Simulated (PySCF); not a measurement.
## NMR problem set

Level of theory: σ from GIAO-PBE0/pcSseg-1, geometry: GFN2-xTB, in PySCF (one conformer, rapidly exchanging positions averaged, relativity neglected, no solvent model).

Chemical shifts δ = σref − σ; ¹H (σ = 31.72 ppm), ¹³C (σ = 186.93 ppm) against TMS, all at this level. Splittings of carbon signals by F and P are missing where no couplings were computed. Where no couplings were computed, multiplicities follow the n + 1 count of equivalent neighbours, and m marks all less simple cases (inequivalent or close neighbours, rings, F or P nearby). Acid and N–H amide carbonyl carbons lie up to 10 ppm further downfield in solution (hydrogen bonding). Shifts are as computed. Against solution values, carbons near 30 ppm lie about +3 ppm off and those near 130 ppm about +5 ppm. Of 1211 compounds with measured shifts, 218 miss one by over three times the rms of a fit or turn the order of signals round; such compounds aren't used in these exercises. OH and NH positions are gas-phase values without hydrogen bonding to other molecules.

Question: C₅H₇NO₂. ¹H NMR (400 MHz, computed): δ 8.48 (s, 1H), 7.60 (br s, 1H), 6.89 (br s, 1H), 6.13 (br s, 1H), 3.88 (s, 3H). ¹³C{¹H} NMR (computed): δ 170.7, 160.9, 140.5, 138.9, 51.9. What is it?

Answer: `C=C(/C=N/C)C(=O)O`. Rings plus π bonds: 3 (no ring in the answer). 5 carbon signals for 5 carbons: no two carbons are equivalent. Carbon types of the structure: 2 × C, 1 × CH, 1 × CH2, 1 × CH3, leaving 1 H on heteroatoms. δC 170.7: carboxylic acid carbon; it is a carbonyl in resonance with an O or N lone pair, the region of acids, esters and amides. δC 160.9: C=N carbon. δC 140.5: β carbon of a C=C–C=O unit; conjugation with the carbonyl draws π density from the β position. δC 138.9: α carbon of a C=C–C=O unit; as expected for a trigonal carbon in a double bond.

This is the structure that produced the data.

Question: C₄H₇F₃NOP. ¹H NMR (300 MHz, computed): δ 3.13 (m, 3H), 1.71 (m, 3H), 1.34 (br s, 1H). ¹³C{¹H} NMR (computed): δ 216.8 (C), 133.7 (C), 31.5 (CH3), 13.3 (CH3). Give a structure.

Answer: SMILES N=[P@@](C(C)=O)(C)C(F)(F)F. 4 carbon signals for 4 carbons: no two carbons are equivalent. Carbon types of the structure: 2 × C, 2 × CH3, leaving 1 H on heteroatoms. δC 216.8: carbonyl carbon. δC 133.7: CF3 carbon; 3 electronegative neighbours deshield it. δC 31.5: methyl carbon α to a carbonyl; α to the electron-withdrawing carbonyl group. δH 1.34: hydrogen on a nitrogen bonded to P; exchangeable, gas-phase position.

The data come from this structure; uniqueness wasn't tested.
